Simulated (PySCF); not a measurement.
Isomers of C6H11N, mass 97.089 u with the commonest isotopes. Method used: PBE0/def2-SVPD in PySCF (dipole) on a GFN2-xTB geometry, gas phase. One conformer each, none proved a minimum here; rigid rotors.

Task: Order these by rotational constant A, smallest first.
A. `[CH2:1]=[C:2](/[CH:3]=[CH:4]\[CH3:5])[CH2:6][NH2:7]` with C1–C2–C3–C4 -161°, C1–C2–C6–N7 -20°, C2–C6–N7–H 180° and -61°
B. `[CH:1]#[C:2][CH2:3][CH2:4][N:5]([CH3:6])[CH3:7]` with C2–C3–C4–N5 87°, C3–C4–N5–C6 -74°
C. `[CH2:1]=[C:2]([CH3:3])[C@@H:4]1[NH:5][C@H:6]1[CH3:7]` with C1–C2–C4–N5 11°

Result: A (4202 MHz), C (5034 MHz), B (5632 MHz).

Task: Order these by out-of-plane moment Σ m c² = (Ia + Ib − Ic)/2, smallest first.
A. `[CH:1]#[C:2][CH2:3][CH2:4][N:5]([CH3:6])[CH3:7]` with C2–C3–C4–N5 87°, C3–C4–N5–C6 -74°
B. `[CH2:1]=[C:2](/[CH:3]=[CH:4]\[CH3:5])[CH2:6][NH2:7]` with C1–C2–C3–C4 -161°, C1–C2–C6–N7 -20°, C2–C6–N7–H 180° and -61°
C. `[CH2:1]=[C:2]([CH3:3])[C@@H:4]1[NH:5][C@H:6]1[CH3:7]` with C1–C2–C4–N5 11°

Result: B (9.06 u·Å²), A (14.14 u·Å²), C (24.92 u·Å²).

Task: Order these by dipole moment, smallest first.
A. `[CH2:1]=[C:2](/[CH:3]=[CH:4]\[CH3:5])[CH2:6][NH2:7]` with C1–C2–C3–C4 -161°, C1–C2–C6–N7 -20°, C2–C6–N7–H 180° and -61°
B. `[CH2:1]=[C:2]([CH3:3])[C@@H:4]1[NH:5][C@H:6]1[CH3:7]` with C1–C2–C4–N5 11°
C. `[CH:1]#[C:2][CH2:3][CH2:4][N:5]([CH3:6])[CH3:7]` with C2–C3–C4–N5 87°, C3–C4–N5–C6 -74°

Result: C (0.83 D), A (1.60 D), B (2.08 D).

| SMILES | point group | Ia (u·Å²) | Ib (u·Å²) | Ic (u·Å²) | κ | μa (D) | μb (D) | μc (D) |
| --- | --- | --- | --- | --- | --- | --- | --- | --- |
| C=C(C)[C@@H]1N[C@H]1C | C1 | 100.39 | 296.97 | 347.51 | -0.86 | 1.08 | 1.74 | 0.36 |
| C#CCCN(C)C | C1 | 89.73 | 327.52 | 388.98 | -0.89 | 0.63 | 0.32 | 0.43 |
| C=C(/C=C\C)CN | C1 | 120.26 | 289.38 | 391.53 | -0.69 | 0.66 | 1.19 | 0.84 |
